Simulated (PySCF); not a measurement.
# Ionising RbS

UHF-CCSD; Rb def2-SVPD with ECP28, S def2-SVPD; scalar-relativistic core potentials (PySCF 2.14). Neutral (UHF): doublet (π ↑), Re = 3.051 Å, ωe = 205 cm⁻¹, De = 2.24 eV.

RbS⁺ (UHF): triplet (π ↑↑), Re = 3.587 Å, ωe = 90.4 cm⁻¹, De = 0.30 eV to Rb⁺ + S. The energies at the minima are -421.42592 hartree for RbS and -421.20463 for RbS⁺.

(1) Work out the adiabatic ionisation energy, without and with harmonic zero-point energies (1 hartree = 27.2114 eV, 1 eV = 8065.5 cm⁻¹), and the change of the bond length.

Correlated steps freeze 5 core orbitals. Weak bonds: RbS⁺. Basis-set superposition, not corrected here, can be much of De in a small basis, most of all at correlated wavefunction levels. Spin–orbit coupling is left out. For an ion De counts to the pair picked by the measured ionisation energies or electron affinities, which need not be the lowest pair at this level. States were picked by a PBE0 search and need not be the measured ground states.

## Answers

(1) At UHF-CCSD: 0.22129 hartree = 6.022 eV between the minima; the zero-point term (90.4 − 205.0)/2 cm⁻¹ = -0.007 eV makes it 6.015 eV. Re changes by +53.6 pm against the neutral. The electron leaves a π orbital, and the ion is left as a loose complex of an ion and an atom.
